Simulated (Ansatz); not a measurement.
Compare A (`C=N[SiH](C)Cl`) with its isomer B (`C=CN[SiH2]Cl`).

Isolated molecules relaxed with PBE0-D4/def2-TZVP in Ansatz; ΔE leaves out vibrations. CBS: MP2 limit from def2 TZ/QZ plus the TZ coupled-cluster correction, frozen cores. DFT in def2-TZVPP. B3LYP here is the variant with VWN-RPA as its local correlation; programs differ in this. Each species was taken in one conformer, which may not be the lowest.

Question: Which is lower in electronic energy at CCSD(T)/CBS, and by how much? (Best estimate.)

Answer: Ansatz gave: A, by 6.1 kcal/mol.

Question: Give E(B) − E(A) in kcal/mol with B3LYP-D4, CCSD/def2-TZVPP, r2SCAN-D4, PBE0-D4, MP2/def2-TZVPP, B2PLYP, CCSD(T)/def2-TZVPP. (Best estimate.)

Answer: Ansatz gave: B3LYP-D4 5.5, CCSD/def2-TZVPP 6.2, r2SCAN-D4 5.7, PBE0-D4 5.1, MP2/def2-TZVPP 6.4, B2PLYP 5.7, CCSD(T)/def2-TZVPP 6.4. None reverses the order clearly.

Largest T1 diagnostic: 0.011.
